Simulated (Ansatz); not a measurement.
Species: BeF, charge 0, multiplicity 2. 
Coordinates optimised at B3LYP-D3(BJ)/def2-TZVP (Ansatz, a first-principles code):
```
Be
F 1 1.3730
```
Charge 0, spin multiplicity 2.

Basis-set convergence of Hartree-Fock and CCSD correlation energies (hartree) with Ansatz. Cores are frozen in the correlated levels unless marked. UHF or UKS for open shells. No spin-orbit coupling. Non-relativistic.

```tsv
basis	functions	E(HF)	E(corr, CCSD)
def2-SVP	23	-114.00714	-0.20726
def2-TZVPP	50	-114.15930	-0.27569
def2-QZVPP	93	-114.17061	-0.30188
```

Extrapolating the two largest sets (X = 3 and 4) as X^-3: E(corr) = (64·(-0.30188) - 27·(-0.27569))/37 = -0.3210 Eh, an estimate of the basis-set limit. The largest set recovers 94.0 % of it, the smallest 64.6 %.
